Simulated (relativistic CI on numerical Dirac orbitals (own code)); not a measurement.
**Co5+: computed level list**

These numbers are calculated, not measured: Dirac-Coulomb-Breit CI, separate exchange-only KLI orbitals for each configuration, QED by a radiative potential, valence Slater integrals scaled by 0.9, configuration energies shifted to the measured levels that pair with them (semi-empirical) (own radial code, finite nucleus).

CI space (outside the closed core [Ne]): 3s2 3p6 3d4, 3s2 3p6 3d3 4s, 3s2 3p6 3d3 4p, 3s2 3p5 3d5, 3s2 3p4 3d6, 3s2 3p6 3d3 4d, 3s 3p6 3d5, 3s2 3p6 3d3 5s, 3s2 3p6 3d3 4f, 3s2 3p6 3d3 5p, 3s2 3p6 3d2 4s2, 3s2 3p6 3d3 5d, 3s2 3p6 3d3 5f, 3s2 3p6 3d3 5g, 3s2 3p6 3d2 4s 4p, 3s2 3p6 3d2 4p2, 3s2 3p5 3d4 4s, 3p6 3d6, 3s2 3p6 3d2 4s 4d, 3s2 3p5 3d4 4p, 3s2 3p6 3d2 4p 4d. Levels of other configurations are missing.

```
No.  Configuration  Term  J  E (cm⁻¹)   %   Next component (%)  Lifetime (s)
 41     3d3(4F) 4s    3F  3    283554  99                           8.17e-06
 42     3d3(4F) 4s    3F  4    284754  99                           8.15e-06
 43     3d3(4P) 4s    5P  1    295376  98                 1 3P      1.26e-05
 44     3d3(4P) 4s    5P  2    295680  97                 2 3P      1.25e-05
 45     3d3(4P) 4s    5P  3    296465  99                           1.25e-05
 46     3d3(2G) 4s    3G  3    298620  99                           1.32e-05
 47     3d3(2G) 4s    3G  4    298957  97                 1 3H      1.31e-05
 48     3d3(2G) 4s    3G  5    299488  96                 2 3H      1.30e-05
 49     3d3(2G) 4s    1G  4    303694  82                17 3H      9.02e-06
 50     3d3(4P) 4s    3P  0    304090  99                           9.18e-06
 51     3d3(4P) 4s    3P  1    304469  91                 4 1P      8.74e-06
 52     3d3(4P) 4s    3P  2    305565  97                 1 1D      7.88e-06
 53     3d3(2P) 4s    3P  1    306264  91                 7 3D      1.02e-05
 54     3d3(2P) 4s    3P  2    306316  78                18 3D      1.15e-05
 55     3d3(2H) 4s    3H  5    306394  97                 2 3G      1.24e-05
 56     3d3(2H) 4s    3H  4    306471  81                16 1G      1.16e-05
 57     3d3(2P) 4s    3P  0    306578  99                           9.62e-06
 58     3d3(2H) 4s    3H  6    306705  99                           1.24e-05
 59     3d3(2D) 4s    3D  1    308293  75                13 1P      1.11e-05
 60     3d3(2D) 4s    3D  2    309551  80                20 3P      1.16e-05
 61     3d3(2D) 4s    3D  3    309626  99                           1.15e-05
 62     3d3(2H) 4s    1H  5    311302  98                           8.48e-06
 63     3d3(2P) 4s    1P  1    311990  81                13 3D      9.17e-06
 64     3d3(2D) 4s    1D  2    314153  97                 2 3P      8.10e-06
 65     3d3(2F) 4s    3F  4    327834  99                           9.72e-06
 66     3d3(2F) 4s    3F  3    328112  99                           9.72e-06
 67     3d3(2F) 4s    3F  2    328347  99                           9.73e-06
 68     3d3(2F) 4s    1F  3    332588  99                           8.48e-06
 69     3d3(4F) 4p   5G°  2    353597  98                1 3F°      8.39e-10
 70     3d3(4F) 4p   5G°  3    354395  98                1 3F°      8.15e-10
 71     3d3(4F) 4p   5G°  4    355437  98                1 5F°      7.89e-10
 72     3d3(4F) 4p   3D°  1    356533  44               30 5F°      1.04e-10
 73     3d3(4F) 4p   5G°  5    356722  98                1 5F°      7.69e-10
 74     3d3(4F) 4p   5D°  2    356936  54               27 3D°      8.27e-11
 75     3d3(2D) 4s    3D  3    357101  99                           7.75e-06
 76     3d3(2D) 4s    3D  2    357373  99                           7.75e-06
 77     3d3(4F) 4p   5D°  0    357422  99                           6.17e-11
 78     3d3(4F) 4p   5D°  3    357565  77               12 3D°      7.10e-11
 79     3d3(2D) 4s    3D  1    357576  99                           7.76e-06
 80     3d3(4F) 4p   5D°  1    357880  72               18 5F°      7.33e-11
 81     3d3(4F) 4p   5G°  6    358290  99                           8.08e-10
 82     3d3(4F) 4p   5D°  4    358364  94                5 5F°      6.44e-11
 83     3d3(4F) 4p   5F°  2    358653  47               41 5D°      9.40e-11
 84     3d3(4F) 4p   5F°  3    359536  78               16 5D°      1.24e-10
 85     3d3(4F) 4p   5F°  1    359680  52               46 3D°      1.36e-10
 86     3d3(4F) 4p   3D°  2    360216  60               34 5F°      1.27e-10
 87     3d3(4F) 4p   5F°  4    360342  91                5 5D°      1.46e-10
 88     3d3(4F) 4p   5F°  5    361058  92                6 3G°      1.56e-10
 89     3d3(4F) 4p   3D°  3    361226  83                9 5F°      1.17e-10
 90     3d3(2D) 4s    1D  2    361840  98  1 3s2 3p6 3d3 4d 1D      6.78e-06
 91     3d3(4F) 4p   3G°  3    364562  97                1 3F°      9.61e-11
 92     3d3(4F) 4p   3G°  4    365275  95                3 5F°      9.55e-11
 93     3d3(4F) 4p   3G°  5    366183  92                6 5F°      9.62e-11
 94     3d3(4F) 4p   3F°  2    367529  97                1 5G°      9.44e-11
 95     3d3(4F) 4p   3F°  3    368365  96                1 3D°      9.37e-11
 96     3d3(4F) 4p   3F°  4    369259  97                1 3G°      9.22e-11
 97     3d3(4P) 4p   5P°  1    376089  96                2 3P°      7.38e-11
 98     3d3(4P) 4p   5P°  2    376784  94                4 3P°      7.48e-11
 99     3d3(4P) 4p   5P°  3    377828  98                1 5D°      7.34e-11
100     3d3(4P) 4p   5D°  0    378043  47               47 3P°      2.85e-10
101     3d3(2G) 4p   3H°  4    378262  94                5 3G°      2.91e-10
102     3d3(4P) 4p   5D°  1    378567  56               43 3P°      2.73e-10
103     3d3(4P) 4p   3P°  2    378838  63               31 5D°      2.20e-10
104     3d3(2G) 4p   3H°  5    379288  88                9 3G°      2.39e-10
105     3d3(4P) 4p   5D°  0    380255  50               40 3P°      2.48e-10
106     3d3(4P) 4p   5D°  2    380725  66               29 3P°      2.83e-10
107     3d3(4P) 4p   3P°  1    380758  57               41 5D°      1.89e-10
108     3d3(2G) 4p   3G°  3    380914  77               10 3F°      6.90e-11
109     3d3(2G) 4p   3H°  6    381063  98                2 3I°      3.18e-10
110     3d3(4P) 4p   5D°  3    381101  95                2 3D°      4.07e-10
```

Energies count from the lowest computed level; ° marks odd parity; lifetimes are radiative, by E1, M1, E2 decay to levels of this space only. Percentages are summed over parent terms; the parents shown are those of the largest component, closed shells are left out there.

The mean weight of the leading LS term, summed over parents, in these 70 levels is 87 %, and that of the leading jj configuration (from the same eigenvectors) 51 %, so LS coupling describes them better.

Configurations whose levels could be paired with our table of measured levels were shifted onto them, all but the ground configuration, by the median error of their levels; single terms can still be off by 1,000 to 2,000 cm⁻¹ or more, and rates follow the energies as ν³ (E1, M1) or ν⁵ (E2). The others borrow a shift and can be off by several thousand cm⁻¹ or more. 63 of the 63 excited levels that our extract of the measured tables holds in this range could be paired (the sources list more); they are missed by 1185 cm⁻¹ on average and 5812 at most, after the shifts were fitted to these levels, and levels without a partner can miss by more.
